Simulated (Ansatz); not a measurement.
C$_{3}$H$_{11}$Si$_{3}$ (SMILES [CH]1[SiH2]C[SiH2]C[SiH2]1), doublet, geometry from GFN2-xTB. Base run: HF/6-31G in Ansatz (an electronic-structure program).

Geometry (Å):
```xyz
17

C      1.5138     0.8181     0.5054
Si     1.6375    -0.9266    -0.1301
C     -0.0413    -1.7500     0.2137
Si    -1.5605    -0.8445    -0.4887
C     -1.2611     1.0267    -0.6550
Si    -0.0740     1.7820     0.6227
H      2.4233     1.3036     0.8298
H      2.7288    -1.6512     0.5434
H      1.9063    -0.9426    -1.5798
H     -0.0292    -2.7701    -0.1669
H     -0.1604    -1.8364     1.2937
H     -1.8905    -1.3965    -1.8138
H     -2.7115    -1.0786     0.4000
H     -2.2187     1.5434    -0.6124
H     -0.8590     1.2247    -1.6486
H      0.1615     3.2095     0.3447
H     -0.6607     1.6725     1.9710
```
Charge 0, spin multiplicity 2.
Orbitals are unrestricted.
All else is at Ansatz's defaults.
Base energy -986.56931 Eh.

The base run was repeated with changes; each row names its change, and settings that it needs were set with it.

```json
[
 {"change": "base", "ΔE vs base (kcal/mol)": "0.000"},
 {"change": "lower_state_search = off", "ΔE vs base (kcal/mol)": "0.000"},
 {"change": "point_charge = charge:1.0 position_ang:3.4521, 0.6729, 5.1274", "ΔE vs base (kcal/mol)": "-0.610"},
 {"change": "fitting.mean_field = cc-pVTZ-JKFIT", "ΔE vs base (kcal/mol)": "0.026"},
 {"change": "accuracy = high", "ΔE vs base (kcal/mol)": "-0.013"},
 {"change": "point_charge = charge:-1.0 position_ang:-1.2553, -3.8397, -4.8694", "ΔE vs base (kcal/mol)": "-0.73"},
 {"change": "forces = on", "ΔE vs base (kcal/mol)": "0.000"},
 {"change": "point_charge = charge:0.5 position_ang:1.7394, 1.6338, -5.7959", "ΔE vs base (kcal/mol)": "-0.227"},
 {"change": "nuclear_model = gaussian", "ΔE vs base (kcal/mol)": "0.321"},
 {"change": "fitting.mean_field = def2-universal-JKFIT", "ΔE vs base (kcal/mol)": "0.039"},
 {"change": "lower_state_search = light", "ΔE vs base (kcal/mol)": "0.000"}
]
```
